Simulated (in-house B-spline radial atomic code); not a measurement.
The numbers below are computed, except where a source is named.
# Cs in an electron gas of r_s = 1.65: phase shifts, screening and friction

A nucleus sits in a uniform electron gas with a rigid positive background. The Kohn-Sham equations are solved self-consistently in the spin-unpolarised LDA (PW92), non-relativistic, on B-splines with outgoing waves at the boundary and partial waves to l = 8. The model has no lattice, no bands and no magnetic solution. Atomic units; δ_l are the phase shifts at the Fermi level, counted so that each bound state adds π, and good to about 0.0005. Heavy atoms are models without relativity.

The density parameter is r_s = 1.65 bohr.

```
l  δ_l (rad)
0    13.3717
1    10.9538
2     7.2682
3     0.4754
4     0.0390
5     0.0093
6     0.0025
7     0.0007
8     0.0003
```

Bound levels below the band bottom (hartree): s -6.793, p -5.11, d -2.199, s -0.3868, p -0.03349 and deeper ones.

(1) Check the Friedel sum rule, and say where the screening charge sits.

(2) Find the transport cross section and the electronic stopping of a 5 keV Cs ion (mass 132.91 u).

## Answers

(1) k_F = (9π/4)^(1/3)/r_s = 1.16313. The rule is Z = (2/π) Σ (2l + 1) δ_l. The terms are s 8.513, p 20.920, d 23.135, f 2.119 and 0.319 beyond, in all 55.006 against Z = 55. Bound states hold 10 s, 24 p, 20 d electrons, so the scattering states carry 1.01 in all; where a term is smaller than its bound count, the bound level has drawn weight out of the band.

(2) σ_tr = (4π/k_F²) Σ (l + 1) sin²(δ_l − δ_(l+1)). The terms for l = 0 to 3 are 0.4385, 0.5358, 0.7140, 0.7146, all together 2.4075, so σ_tr = 9.289 × 2.4075 = 22.363 bohr². With n = 3/(4π r_s³) = 0.05314, the friction coefficient is Q = n k_F σ_tr = 1.3823. For v well below v_F = 1.163, dE/dx = Q v; with 24801 eV per u at v = 1, v = √(5000/(24801 × 132.91)) = 0.0389, so dE/dx = 0.05384 hartree/bohr = 27.7 eV/nm.
